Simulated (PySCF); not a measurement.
Work out the structure from these simulated measurements.

Elements present: C, F, H, O and Si. Monoisotopic mass: 160.0156 u.

| Item | Value |
| --- | --- |
| Valence photoelectron | vertical ionisation energy: 8.70 eV [ΔSCF wB97X-D/def2-SVPD] |
| NMR, other nuclei | isotropic shieldings of nuclei other than C and H, by class: 240 (1 O), 316 (1 F), 329 (1 F), 387 (1 Si) ppm [GIAO PBE0/pcSseg-1] |
| UV, first state | lowest singlet excitation: 5.11 eV (243 nm, f = 0.041) [TDDFT wB97X-D/def2-SVPD] |
| 13C NMR | chemical shifts (computed TMS as zero) by class: 158.2 (1 C), 157.9 (1 C), 152.4 (1 C), 123.6 (1 C), 119.2 (1 C), 107.8 (1 C) ppm [GIAO PBE0/pcSseg-1] |
| UV, strongest line | among the 10 lowest singlet transitions: S5 at 6.90 eV (180 nm, f = 0.727) [TDDFT wB97X-D/def2-SVPD] |
| Rotational structure | rotational constants A, B, C: 2.556, 0.633, 0.510 GHz [PBE0-D3(BJ)/def2-SVP] |
| Dipole | 2.54 D [wB97X-D/def2-SVPD] |

Electronic properties: PySCF, gas phase, density fitting. Levels stand in brackets. One conformer (not necessarily the lowest) at the PBE0-D3(BJ)/def2-SVP geometry, without solvent, vibrations or thermal averaging. Each NMR value is the plain mean over a class of atoms that symmetry, rotation or inversion makes alike.

Problem. Which formula fits the mass and the elements?

Solution. C6H6F2OSi (calculated 160.0156). No other formula that holds each of these elements comes within 0.0003 u with a fitting electron parity and a possible valence count.

Problem. What is the compound? Reason from the data.

Solution. Numbering: `[F:1][c:2]1[cH:3][cH:4][c:5]([O:6][SiH3:7])[cH:8][c:9]1[F:10]`. Its formula, C6H6F2OSi, gives 4 degrees of unsaturation: 1 ring and 3 π bonds in the structure found (Kekulé form). 6 carbons fall into 6 classes; from least to most shielded: aromatic C–F carbon [C9] (158.2 ppm), aromatic carbon bearing oxygen [C5] (157.9 ppm), aromatic C–F carbon [C2] (152.4 ppm), aromatic CH carbon [C3] (123.6 ppm), aromatic CH carbon [C4] (119.2 ppm), aromatic CH carbon [C8] (107.8 ppm). The other shieldings belong to: 240 ppm, silyl ether oxygen [O6]; 316 ppm, aryl fluorine [F10]; 329 ppm, aryl fluorine [F1]; 387 ppm, oxygen-bound silicon [Si7]. The first electron is taken from the HOMO, whose largest Löwdin shares are 0.18 on an aromatic C–F carbon, 0.15 on the aromatic carbon bearing oxygen, 0.15 on the silyl ether oxygen and 0.14 on an aromatic CH carbon. By its constants the optimised geometry is an asymmetric top. Structure: `Fc1ccc(O[SiH3])cc1F`. The assignments are read from this structure; whether some other isomer fits the data as well wasn't checked.

The values belong to the conformer `[F:1][c:2]1[cH:3][cH:4][c:5]([O:6][SiH3:7])[cH:8][c:9]1[F:10]`: C4–C5–O6–Si7 -176°.
